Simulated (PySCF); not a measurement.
B3LYP-D3(BJ)/def2-SVP geometry optimisation, gas phase with PySCF 2.14 and geomeTRIC: VMeF3, charge 0, multiplicity 2. Start (GFN2-xTB, shaken):

```
8

V    -0.1573    0.0095   -1.1374
C    -0.0464   -0.0089    0.9508
H    -1.0427    0.0621    1.3743
H     0.5413    0.8762    1.2771
H     0.4748   -0.9341    1.2704
F     1.5681   -0.0392   -1.3317
F    -0.6808    1.5040   -1.2375
F    -0.6987   -1.5170   -1.2179
```

```
step  E − E(start) / kcal mol⁻¹  largest force / Eh bohr⁻¹
   0                       0.00                    0.11070
   1                     -17.70                    0.01953
   2                     -18.79                    0.00630
   3                     -19.09                    0.00296
   4                     -19.18                    0.00180
   5                     -19.20                    0.00112
   6                     -19.21                    0.00064
   7                     -19.22                    0.00170
   8                     -19.21                    0.00276
   9                     -19.22                    0.00224
  10                     -19.24                    0.00132
  11                     -19.25                    0.00127
  12                     -19.25                    0.00154
  13                     -19.27                    0.00089
  14                     -19.28                    0.00056
  15                     -19.28                    0.00024
```

The optimisation met its thresholds. End point:

```
8

V     0.0330    0.1617   -0.9719
C    -0.0982   -0.1302    1.0002
H    -1.1565   -0.1812    1.3003
H     0.4288    0.6833    1.5228
H     0.4049   -1.0941    1.1838
F     1.7233    0.0963   -1.3179
F    -0.7220    1.6890   -1.1367
F    -0.6552   -1.2722   -1.6325
```

Metal–donor distances, start → end: C2 2.091 → 1.998 Å, F6 1.737 → 1.727 Å, F7 1.587 → 1.712 Å, F8 1.622 → 1.722 Å.

No frequencies were computed, so the end point may be a saddle point.

The job took 2.4 min on one thread of Arm Neoverse V2 (shared host), with 102 basis functions, launched as `OMP_NUM_THREADS=1 python lf_run.py task.json out`.
